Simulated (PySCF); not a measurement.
C4H7Al.
Bonds: C1–C2, C2–C3 (triple), C3–Al4, Al4–C5. Hydrogens: H6, H7, H8 on C1; H9 on Al4; H10, H11, H12 on C5.

Method used: PBE0-D3(BJ)/def2-SVP geometry optimisation, gas phase (PySCF).

Task: How far are the bound atoms from Al4?

Result: 3 atoms: H9 1.589 Å, C3 1.909 Å, C5 1.953 Å. The nearest atom not counted as bound is H12, at 2.56 Å (others tie with it).

Task: List the angles at Al4.

Result: 
```csv
angle,degrees,distance of the outer atoms (Å)
C5–Al4–H9,122.4,3.11
C3–Al4–C5,119.6,3.34
C3–Al4–H9,118.0,3.00
```

Task: What is the shape at Al4?

Result: Planar: angles 122.4°, 119.6° and 118.0°, sum 360.0°, 0.00 Å off the plane of its three neighbours. The Al–C distances aren't all alike: 1.909 to 1.953 Å.

Task: What are the other bond lengths?

Result: C1–C2 1.451 Å; C2≡C3 1.225 Å; C1–H6, C1–H7, C1–H8 1.101 Å; C5–H10, C5–H11, C5–H12 1.103 Å.

Task: Give some angles away from the centre.

Result: C1–C2–C3 179.9°, C2–C3–Al4 179.2°.

Task: What are the rotational constants (commonest isotopes, rigid rotor)?

Result: A = 14517, B = 1401, C = 1298 MHz: a near-prolate asymmetric top.

Charge 0, singlet. No PBE0-D3(BJ)/def2-SVP frequencies stand behind this structure, so it isn't proved a minimum.
